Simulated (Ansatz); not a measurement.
C2H5FO2Si (`C=C[Si](O)(O)F`), 11 atoms. The species carries charge 0 and has multiplicity 1. All runs use 4 threads of a server CPU on a shared host. Correlated methods freeze the cores.

Problem. Give the basis size and wall time and peak host memory of each of these runs in Ansatz. RKS ωB97X-V/def2-TZVPP energy; RKS ωB97M-V/def2-QZVPP energy; RKS ωB97M-V/def2-SVP energy; RKS PBE0-D4/def2-SVP energy; RKS PBE0-D4/def2-TZVP relaxation (11 steps); RKS PBE-QIDH (frozen core)/def2-TZVPP energy; RKS PBE0-D4/def2-QZVPP energy; RHF-MP2/def2-QZVPP energy; direct RPA on PBE orbitals/def2-TZVPP energy; RKS PBE0-D4/def2-TZVP frequencies; RKS PBE-D4/def2-TZVPP energy and forces; RHF-CCSD(T)/def2-SVP energy. (Estimate.)

Solution. Ansatz gave: Other jobs shared the machine, so times are rough.

| level | job | functions | wall time | peak host memory (GiB) |
| --- | --- | --- | --- | --- |
| RKS PBE0-D4/def2-SVP | energy | 113 | 1.1 s | 0.26 |
| RKS PBE-D4/def2-TZVPP | energy and forces | 267 | 3 s | 0.36 |
| RKS ωB97M-V/def2-SVP | energy | 113 | 4.2 s | 0.36 |
| direct RPA on PBE orbitals/def2-TZVPP | energy | 267 | 6 s | 0.66 |
| RKS PBE-QIDH (frozen core)/def2-TZVPP | energy | 267 | 7 s | 0.73 |
| RKS PBE0-D4/def2-QZVPP | energy | 505 | 9 s | 1.9 |
| RKS ωB97X-V/def2-TZVPP | energy | 267 | 9 s | 0.85 |
| RHF-CCSD(T)/def2-SVP | energy | 113 | 9.5 s | 0.62 |
| RKS ωB97M-V/def2-QZVPP | energy | 505 | 21 s | 2.2 |
| RHF-MP2/def2-QZVPP | energy | 505 | 25 s | 3.3 |
| RKS PBE0-D4/def2-TZVP | relaxation (11 steps) | 222 | 49 s | 0.61 |
| RKS PBE0-D4/def2-TZVP | frequencies | 222 | 3 min | 0.63 |
